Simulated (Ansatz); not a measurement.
SiAsH₅⁻, that is AsH2(SiH3) with one electron more. Total charge -1; doublet. Geometry r2SCAN-D4/def2-TZVP, that of the neutral singlet; atoms count from 1.

Cartesian coordinates in Å:
```
As 0.431 1.063 1.090
H 0.901 1.880 -0.104
H -0.993 1.578 0.947
Si -0.024 -0.814 -0.280
H -0.777 -0.480 -1.515
H -0.809 -1.790 0.517
H 1.271 -1.435 -0.656
```

The highest occupied level of the charge -1 doublet lies above zero (up to 2.21 eV). By energy differences it is unbound by 1.03 eV (vertical, against the charge 0 singlet, at PBE0-D4/def2-TZVPD) and held by the finite basis.

Q: Estimate the Mulliken populations from the PBE0/def2-TZVPD orbitals of Ansatz.

A: 
```tsv
atom	charge (e)	spin (α − β)
As1	-0.39	0.02
H2	0.24	-0.05
H3	0.24	-0.05
Si4	-1.27	1.10
H5	0.07	0.01
H6	0.05	-0.01
H7	0.05	-0.01
```
Mulliken values depend strongly on the basis. With diffuse functions, as here, like atoms can get unlike values, and bond orders can come out too low or too high.

Q: Where does the spin sit?

A: Summed by element: As 0.02, H -0.12, Si 1.10, of 1 unpaired in all. Largest on single atoms: Si4 1.10, H2 -0.05, H3 -0.05.

Q: And the Mayer bond orders between heavy atoms (over 0.3)?

A: As1–Si4 1.21 (2.37 Å).
